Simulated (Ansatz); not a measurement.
Wavefunction ladder for CH5NO2Sn (`[NH2][SnH]([OH])[CH]=O`)

Z-matrix (Å, degrees):
```
Sn
O 1 1.967
C 1 2.208 2 99.6
N 1 2.017 2 111.8 3 115.0
H 1 1.705 2 109.6 3 -125.6
H 2 0.963 1 110.0 3 1.7
O 3 1.200 1 117.8 2 -3.4
H 3 1.114 1 122.0 2 175.3
H 4 1.012 1 113.7 2 -39.6
H 4 1.012 1 113.7 2 84.3
```

The species carries charge 0 and has multiplicity 1. Correlated methods include outer-core shells of Sn, which these sets cover unevenly. Sn takes the def2 core potential. All single points use the PBE0-D4/def2-TZVP geometry. It is one conformer, not always the lowest. Frozen core, restricted reference, Ansatz.

```json
{"basis": "def2-SVP", "HF (Eh)": "-458.07461", "MP2 corr.": "-0.78496", "CCSD corr.": "-0.81897", "(T)": "-0.02406", "CCSD(T) total": "-458.91764"}
{"basis": "def2-TZVPP", "HF (Eh)": "-458.39841", "MP2 corr.": "-1.17304", "CCSD corr.": "-1.18362", "(T)": "-0.04589", "CCSD(T) total": "-459.62792"}
{"basis": "def2-QZVPP", "HF (Eh)": "-458.41247", "MP2 corr.": "-1.45054", "CCSD corr.": "–", "(T)": "–", "CCSD(T) total": "–"}
```
